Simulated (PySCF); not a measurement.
**`C#CC=C=C(C#C)B(C)C`, C9H9B**

Molfile (atoms numbered from 1):
```
C9H9B
     RDKit          3D

 19 18  0  0  0  0  0  0  0  0999 V2000
    4.0617   -1.6146   -0.1460 C   0  0  0  0  0  0  0  0  0  0  0  0
    3.0681   -1.1827    0.3993 C   0  0  0  0  0  0  0  0  0  0  0  0
    1.9073   -0.6977    1.0667 C   0  0  0  0  0  0  0  0  0  0  0  0
    1.0497    0.1484    0.5384 C   0  0  0  0  0  0  0  0  0  0  0  0
    0.1468    0.9482   -0.0040 C   0  0  0  0  0  0  0  0  0  0  0  0
    0.2523    2.3690    0.1331 C   0  0  0  0  0  0  0  0  0  0  0  0
    0.2926    3.5784    0.2214 C   0  0  0  0  0  0  0  0  0  0  0  0
   -1.0487    0.2955   -0.8233 B   0  0  0  0  0  0  0  0  0  0  0  0
   -2.1117    1.2608   -1.4483 C   0  0  0  0  0  0  0  0  0  0  0  0
   -1.1435   -1.2580   -0.9947 C   0  0  0  0  0  0  0  0  0  0  0  0
    4.9409   -1.9920   -0.6345 H   0  0  0  0  0  0  0  0  0  0  0  0
    1.7209   -1.0525    2.0908 H   0  0  0  0  0  0  0  0  0  0  0  0
    0.3400    4.6481    0.3069 H   0  0  0  0  0  0  0  0  0  0  0  0
   -2.7136    1.6659   -0.6119 H   0  0  0  0  0  0  0  0  0  0  0  0
   -1.6488    2.1445   -1.9162 H   0  0  0  0  0  0  0  0  0  0  0  0
   -2.8012    0.7789   -2.1557 H   0  0  0  0  0  0  0  0  0  0  0  0
   -0.8812   -1.4795   -2.0470 H   0  0  0  0  0  0  0  0  0  0  0  0
   -2.1824   -1.6073   -0.8770 H   0  0  0  0  0  0  0  0  0  0  0  0
   -0.4779   -1.8537   -0.3549 H   0  0  0  0  0  0  0  0  0  0  0  0
  1  2  3  0
  2  3  1  0
  3  4  2  0
  4  5  2  0
  5  6  1  0
  6  7  3  0
  5  8  1  0
  8  9  1  0
  8 10  1  0
  1 11  1  0
  3 12  1  0
  7 13  1  0
  9 14  1  0
  9 15  1  0
  9 16  1  0
 10 17  1  0
 10 18  1  0
 10 19  1  0
M  END
```

Theory: PySCF 2.14.0, TDDFT CAM-B3LYP/aug-cc-pVDZ excited states, vertical, gas phase. Geometry: PBE0-D3(BJ)/def2-SVP.

Task: Give the one- and two-photon strengths of the lowest singlets.

Result: δ for parallel linear polarisation; σ at the peak of a Lorentzian of half width 0.1 eV, single beam; Ω is circular over linear.
```tsv
state	E (eV)	f	photon λ (nm)	δ (au)	σ (GM)	Ω	main
S1	4.32	0.000	575	0.19	0.00	0.62	HOMO→LUMO 0.91
S2	5.15	0.036	482	12.3	0.12	1.45	HOMO−2→LUMO 0.78, HOMO−1→LUMO 0.09
S3	5.18	0.360	479	109	1.07	1.49	HOMO−1→LUMO 0.81, HOMO−2→LUMO 0.08
S4	5.33	0.002	465	1.35	0.01	1.33	HOMO−1→LUMO+1 0.72, HOMO−1→LUMO+2 0.14
S5	5.65	0.269	439	12	0.14	1.49	HOMO→LUMO+1 0.60, HOMO→LUMO+2 0.12
S6	5.71	0.012	435	0.95	0.01	1.11	HOMO−3→LUMO+1 0.60, HOMO−3→LUMO+2 0.18
```

Among these, the strongest one-photon state is S3, the strongest two-photon state S3, with a dipole change of 3.7 D (relaxed, norm of the difference vector).
